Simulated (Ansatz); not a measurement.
CH₂ClFOSi (`F[Si@H]1O[C@@H]1Cl`), relaxed with RKS PBE0-D4/def2-TZVP in Ansatz 0.2.0 from a PBE-D4/def2-SVP geometry. The force threshold is 0.005 eV/Å; the program also tests the step.

Total charge 0; spin multiplicity 1.

Start:

```xyz
7

F    -0.148    1.170    1.984
Si    0.203    0.010    0.900
O    -1.096   -0.558   -0.037
C    -0.152    0.160   -0.886
Cl    0.670   -0.850   -2.109
H     1.110   -0.978    1.533
H    -0.587    1.046   -1.385
```

Task: How much energy does the relaxation release, and in how many steps? (An estimate is asked.)

Result: Ansatz gave: 0.10 eV, in 8 steps, 1 of them rejected.

Task: Which bonds change most? (Best estimate.)

Result: Computed: Si2–O3 from 1.699 to 1.645 Å; F1–Si2 from 1.626 to 1.580 Å; C4–Cl5 from 1.787 to 1.757 Å; Si2–C4 from 1.827 to 1.797 Å.

Task: Give the relaxed structure. (Best estimate.)

Result: Computed: 
```xyz
7

F    -0.140    1.146    1.933
Si    0.175    0.002    0.890
O    -1.077   -0.552   -0.022
C    -0.130    0.171   -0.873
Cl    0.658   -0.837   -2.077
H     1.095   -0.960    1.508
H    -0.582    1.030   -1.358
```
